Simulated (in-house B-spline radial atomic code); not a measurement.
**Ionising the molybdenum ion Mo⁺ with different functionals**

Computed with a B-spline radial code for spherical atoms: four-component Dirac-Coulomb Hamiltonian, Fermi nucleus of rms radius 4.4091 fm, spin-restricted, spherical fractional occupations for the functionals, and exact exchange of hybrids averaged over the configuration. The ionisation energy is the difference of two self-consistent energies, [Kr] 4d5 → [Kr] 4d4, without Breit or QED terms; ε is the level of the shell that loses the electron (mean over j). The electron is taken from both j subshells in proportion to 2j + 1, so the result is a j average, not the step between ground levels.

```
   method                    rung  ΔSCF (eV)  -ε(4d) (eV)
     PBE0           global hybrid      15.24        11.75
CAM-B3LYP  range-separated hybrid      15.30        13.23
    HSE06  range-separated hybrid      15.25        11.35
    wB97X  range-separated hybrid      15.16        14.24
```

Question: Among the functionals, which spreads more, the ΔSCF values or the orbital energies?

Answer: The orbital energies: ΔSCF values span about 0.14 eV and the orbital energies 2.88 eV; here energy differences depend much less on the functional than eigenvalues do.

Question: How do they compare with the NIST value?

Answer: NIST lists 16.2 eV ± 0.12 (semi-empirical, ground level to ground level). Errors run from -1.00 to -0.86 eV. The correlated functionals all miss on the same side by more than they spread, so the cause is common to them (Breit-QED terms, spin polarisation, the choice among j levels, multiplet and fine-structure energies, or a listed next ion that isn't the cheapest removal here) and closeness doesn't rank the functionals.
